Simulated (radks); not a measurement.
Question: These are the eigenvalues of the occupied orbitals of an atom or ion with whole-number occupations (eV). Calculated with a radial shooting solver on a logarithmic mesh with Libxc functionals: Dirac Kohn-Sham, LB94 model potential, spin-unpolarised, spherical densities, finite nucleus; Fermi nuclear charge, rms radius of each element as measured or else 0.836 A^(1/3) + 0.57 fm.

1s1/2: -83640.33
2s1/2: -16984.56
2p1/2: -16428.13
2p3/2: -14568.77
3s1/2: -5948.074
3p1/2: -5699.806
3p3/2: -5273.216
3d3/2: -4867.160
3d5/2: -4773.522
4s1/2: -2963.575

Which element is it, and in what charge state? The configuration may be excited. Open shells, if any, fill j = l - 1/2 first.

Answer: Z = 79, gold, charge +50: Au50+ in [Ar] 3d10 4s1. The list shows which subshells hold electrons but not how many an open one holds; the 1s level, -3073.7 hartree, gives Z - s = 78.4 by -(Z - s)^2/2, which with screening and relativity narrows Z to a few neighbours, and the depths of the outer levels then fix element, charge and occupations together.
